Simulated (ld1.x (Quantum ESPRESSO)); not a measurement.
## Configuration tests for Ti (Z = 22) (PAW)

```json
{
  "Element": "Ti (Z = 22)",
  "Generator": "ld1.x (Quantum ESPRESSO) 7.5",
  "Type": "PAW",
  "Functional": "LDA (PZ)",
  "Relativity": "scalar-relativistic",
  "Frozen core": "[Ne]",
  "Valence charge": "12",
  "Reference configuration": "3s2 3p6 3d2 4s2 4p0",
  "Partial waves": "3s (bound): rcut 1.75, rcutus 1.95 bohr; 4s (bound): rcut 1.75, rcutus 1.95 bohr; 3p (bound): rcut 1.50, rcutus 1.80 bohr; 4p (bound, empty): rcut 1.50, rcutus 1.80 bohr; 3d (bound): rcut 1.30, rcutus 1.60 bohr; 3d channel at 2.95 Ry: rcut 1.30, rcutus 1.60 bohr",
  "Local potential": "all-electron potential smoothed inside 1.25 bohr (lloc = -1)",
  "Core correction": "a·sin(br)/r model core, default radius (core density twice the valence density)",
  "Augmentation charge": "PSQ, inside the norm-conserving radii"
}
```

Energies are relative to the spin-unpolarised reference configuration 3s2 3p6 3d2 4s2 4p0; without spin polarisation the order of configurations can differ from experiment. Not all tests gave a result: test run stopped at test 7 of 9 (negative norm?).

Its overlap operator is not positive definite in a basis up to 400 Ry (lowest eigenvalue s -0.02, p -0.95), so the file is unfit for use: the generalised eigenproblem breaks down once the basis is large enough, and its test numbers describe a broken file.

| valence configuration | charge | ΔE all-electron (eV) | error AE − PS (meV) |
| --- | --- | --- | --- |
| 3s2 3p6 3d2 4s1 4p0 | +1 | 7.536 | +2.3 |
| 3s2 3p6 3d2 4s0 4p0 | +2 | 21.336 | +18 |
| 3s2 3p6 3d1 4s0 4p0 | +3 | 48.525 | +33 |
| 3s2 3p6 3d2 4s1 4p1 | 0 | 3.136 | +5.7 |
| 3s2 3p6 3d3 4s1 4p0 | 0 | 1.060 | +44 |
| 3s2 3p6 3d2.5 4s1.5 4p0 | 0 | 0.324 | +15 |

Levels in the configuration 3s2 3p6 3d3 4s1 4p0:

```
level  all-electron (eV)  pseudo (eV)
   3s            -58.937      -59.016
   3p            -35.606      -35.708
   3d             -2.089       -2.119
   4s             -3.881       -3.847
```

The ghost test of this file was not conclusive.
